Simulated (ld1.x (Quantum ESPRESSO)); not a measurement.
**erbium (Er), TM semilocal: configuration errors across variants**

* Element: Er
* Generator: ld1.x (Quantum ESPRESSO) 7.5
* Type: norm-conserving Troullier–Martins (semilocal form)
* Functional: PBEsol
* Relativity: scalar-relativistic
* Frozen core: [Kr] 4d10
* Valence charge: 22
* Reference configuration: 4f12 5s2 5p6 5d0 6s2 6p0
* Partial waves: 5s (bound): rc 1.40 bohr; 5d (bound, empty): rc 2.40 bohr; 4f (bound): rc 0.85 bohr; 5p (bound): rc 2.45 bohr
* Local potential: the p channel
* Core correction: none

Occupied shells without a wave of their own: 6s. They enter only through the test configuration that unscreens the potential.

All-electron excitation energies from the reference (eV): (1) 4f12 5s2 5p6 5d0 6s1 6p0 6.395; (2) 4f12 5s2 5p6 5d0 6s0 6p0 18.234; (3) 4f11 5s2 5p6 5d0 6s0 6p0 44.489; (4) 4f12 5s2 5p6 5d0 6s1.5 6p0 2.547; (5) 4f11 5s2 5p6 5d1 6s1 6p0 11.876; (6) 4f12 5s2 5p6 5d1 6s0 6p0 8.894; (7) 4f12 5s1 5p6 5d0 6s2 6p0 57.928.

A semilocal file is local in each channel, so a ghost entry of none says nothing of the separable form that plane-wave codes build from it.

For the base: The 6s level has no wave, so the channel is fitted at the deeper level alone: the likely source of the large errors.

4 further variants failed, have other tests or too few solved ones, and are left out.

Errors AE − PS in meV (a dash: test not solved or not reliable):

| change | (1) | (2) | (3) | (4) | (5) | (6) | (7) | bound ghosts |
| --- | --- | --- | --- | --- | --- | --- | --- | --- |
| base | -82 | -223 | -233 | -35 | -73 | -153 | -16 | not determined |
| wave 4f (bound): rc 0.85 bohr becomes 4f (bound): rc 0.82 bohr | -82 | -223 | -232 | -35 | -72 | -153 | -16 | not determined |
| wave 5d (bound): rc 2.40 bohr becomes 5d (bound): rc 2.84 bohr | -82 | -223 | -233 | -35 | -94 | -151 | -16 | not determined |
| wave 5p (bound): rc 2.45 bohr becomes 5p (bound): rc 3.24 bohr | -82 | -226 | -279 | -35 | -91 | -154 | -26 | not determined |

(1) Give the same row for: wave 5s (bound): rc 1.40 bohr becomes 5s (bound): rc 1.78 bohr.

## Answers

(1) -567, -1532, -2399, -244, -634, -1042, +83; bound ghosts: not determined.
